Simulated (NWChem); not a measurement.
Species: SiClF, singlet; SMILES F[Si]Cl

```xyz
3

Si     0.6625    -0.5999     0.0000
F     -0.6965    -1.5297     0.0000
Cl    -0.1749     1.3376     0.0000
```
Atoms are numbered in this order, from 1.

All runs: NWChem. Pople sets run with spherical d functions. Low-valent species are run as closed-shell singlets; no triplet was tried in these runs. Coordinates come from a PBE-D3(BJ)/def2-SVP optimisation. B3LYP is NWChem's, with the RPA form of VWN correlation. Vzz is the largest principal value of the second derivative of the potential at the nucleus (NWChem prints the opposite sign); η is the asymmetry. Non-relativistic.

| level | Vzz Cl3 (a.u.) | η Cl3 |
|---|---|---|
| B3LYP/def2-SVP | 1.273 | 0.78 |
| B3LYP/6-31G* | … | 0.78 |
| CAM-B3LYP/def2-TZVP | 1.327 | 0.76 |
| CAM-B3LYP/def2-SVP | 1.317 | 0.71 |

What belongs in the gaps?


- B3LYP/6-31G*, Vzz Cl3 (a.u.): 1.227
